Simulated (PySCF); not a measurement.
CH₃F₃OSi, SMILES OC[Si](F)(F)F.

Geometry: B3LYP-D3(BJ)/def2-SVP. One conformer was computed; it need not be the lowest.

Two levels are set side by side: PBE/def2-TZVP (PySCF) and ωB97X/def2-TZVP (PySCF). Same geometry, gas phase. Differences are taken from unrounded values.

```csv
quantity,ωB97X,PBE,PBE minus ωB97X
orbital gap (eV),13.31,6.05,-7.26
highest occupied level (eV),-10.89,-6.75,4.14
lowest empty level (eV),2.42,-0.70,-3.12
dipole moment (D),1.88,1.81,-0.07
mean polarisability (bohr³),37.0,39.4,2.5
```

PBE's occupied levels lie high since its potential decays too fast outside the molecule; exact exchange lowers them and widens the gap. PBE's more diffuse valence density responds more strongly to a field. Differences between two approximate levels are no errors against the true value.

Rough cost on one machine, each run with all the roots and properties that it gave: ωB97X against PBE within a factor of 2.
